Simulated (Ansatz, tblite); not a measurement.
Forces on BeBr2 at its PBE0-D4/def2-TZVP geometry. The state is a singlet with charge 0.

The xTB rows come from tblite.

GFN1-xTB (tblite), largest force 2.30 eV/Å:

```xyz
3
positions Å, forces eV/Å
Be    0.000    0.000    0.000   -0.001    0.000    0.000
Br    1.006   -0.008    1.673    1.183   -0.009    1.968
Br   -1.006    0.008   -1.673   -1.183    0.009   -1.968
```

GFN2-xTB (tblite), largest force 0.08 eV/Å:

```
Be 0.000 0.000 0.000
Br -0.040 0.000 -0.065
Br 0.039 0.000 0.066
```

PBE-D4/def2-TZVP (Ansatz), largest force 0.13 eV/Å:

```
Be 0.001 0.000 0.000
Br 0.069 0.000 0.115
Br -0.069 0.001 -0.115
```
